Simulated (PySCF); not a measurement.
Compound: [AlF6]3- (charge -3).
Bonds: Al1–F2, Al1–F3, Al1–F4, Al1–F5, Al1–F6, Al1–F7.
The ion is multiply charged and has no counter-ions or solvent; whether it holds all its electrons wasn't checked.

Method: PBE0-D3(BJ)/def2-SVP geometry optimisation, gas phase (PySCF); density fitting, grid level 1; the optimiser is geomeTRIC in internal coordinates, started from a GFN2-xTB structure with every atom displaced at random (about 0.03 Å).

At the end of the run (lengths in Å): Al1–F6 1.867, Al1–F5 1.867, Al1–F3 1.867, Al1–F4 1.867, Al1–F7 1.866, Al1–F2 1.866, F2–Al1–F3 179.9°, F2–Al1–F4 90.0°.

Question: These geometries were met on the way; a selection of coordinates is given. Order them by energy above the end point, lowest first.
A. Al1–F6 1.859, Al1–F5 1.864, Al1–F3 1.859, Al1–F4 1.856, Al1–F7 1.855, Al1–F2 1.855, F2–Al1–F3 179.7°, F2–Al1–F4 89.6°
B. Al1–F6 1.922, Al1–F5 1.918, Al1–F3 1.891, Al1–F4 1.877, Al1–F7 1.820, Al1–F2 1.853, F2–Al1–F3 177.0°, F2–Al1–F4 91.8°
C. Al1–F6 1.976, Al1–F5 1.955, Al1–F3 1.928, Al1–F4 1.924, Al1–F7 1.812, Al1–F2 1.868, F2–Al1–F3 172.7°, F2–Al1–F4 93.1°

Answer: A (0.006 eV), B (0.052 eV), C (0.217 eV).

| step | E above end (eV) | rms distance from the end, all atoms (Å) | largest force (eV/Å) | rms shift of all bonds from the end (Å) |
| --- | --- | --- | --- | --- |
| 4 | 0.006 | 0.012 | 0.193 | 0.009 |
| 1 | 0.052 | 0.034 | 1.246 | 0.038 |
| 0 | 0.217 | 0.065 | 2.228 | 0.070 |

Rows stand in the order of the answer.
